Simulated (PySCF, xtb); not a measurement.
BH3N, SMILES B=[NH2+], charge +1.

GFN2-xTB run with xtb at its own geometry gives an orbital gap of 5.18 eV.

Coordinates come from a TPSSh-D3(BJ)/def2-TZVP optimisation. The isomer is the one that the SMILES or the coordinates give; other isomers of the formula were not compared.

Problem. What does B3LYP/def2-TZVPD in PySCF give? (The exact figures need the calculation; the answer reports its results.)

Solution. gap 7.57 eV (levels -16.68 and -9.11 eV).
